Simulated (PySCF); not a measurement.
H₄N₂OSW, multiplicity 1. Atoms are numbered in the order given.

```xyz
9

W      0.1455     0.0472     0.0000
O      0.7805     1.6272     0.0000
S     -2.0035    -0.0416     0.0000
N      0.7951    -0.8284    -1.6033
H      0.3186    -1.5824    -2.0897
H      1.6362    -0.5418    -2.0965
N      0.7951    -0.8284     1.6033
H      1.6362    -0.5418     2.0965
H      0.3186    -1.5824     2.0897
```

Coordinates come from a PBE0-D3(BJ)/def2-SVP optimisation. The multiplicity is an assumed one; no other spin state was optimised. The structure was generated by enumeration; whether it is a known compound was not checked. The def2 effective core potentials stand for the cores of W; spin–orbit coupling is left out. Other conformers were not sampled.

Level of theory: PySCF 2.14.0 with PBE0-D3(BJ)/def2-SVP.

Frequencies are harmonic and unscaled.

Q: Give all harmonic wavenumbers and intensities. (The exact figures need the calculation; the answer reports its results.)

A: 
```
mode  ν (cm⁻¹)  IR (km/mol)  moving atoms (share of kinetic energy)
----  --------  -----------  --------------------------------------
1          148          0.4                  H 46 %, N 31 %, S 15 %
2          187          4.3          N 37 %, S 25 %, H 17 %, W 15 %
3          190          0.7  O 29 %, H 20 %, S 20 %, N 17 %, W 14 %
4          219          6.9                          N 70 %, H 22 %
5          245          0.6          O 61 %, N 12 %, H 11 %, S 10 %
6          304          5.6                  H 59 %, O 28 %, N 10 %
7          345          9.2                                  H 92 %
8          438        113.2                          H 79 %, N 21 %
9          460        286.4                          H 77 %, N 22 %
10         543         32.2                   S 76 %, W 14 %, H 9 %
11         642          0.3                          H 81 %, N 18 %
12         659         17.8                          H 73 %, N 17 %
13         703        137.0                  N 74 %, H 13 %, W 12 %
14         718         46.8                          N 79 %, H 14 %
15        1026        157.5                           O 91 %, W 8 %
16        1503         66.3                          H 89 %, N 11 %
17        1506         21.2                          H 89 %, N 11 %
18        3586        195.2                                  H 96 %
19        3590         75.4                                  H 96 %
20        3693          0.4                           H 91 %, N 9 %
21        3693        116.8                           H 91 %, N 9 %
```
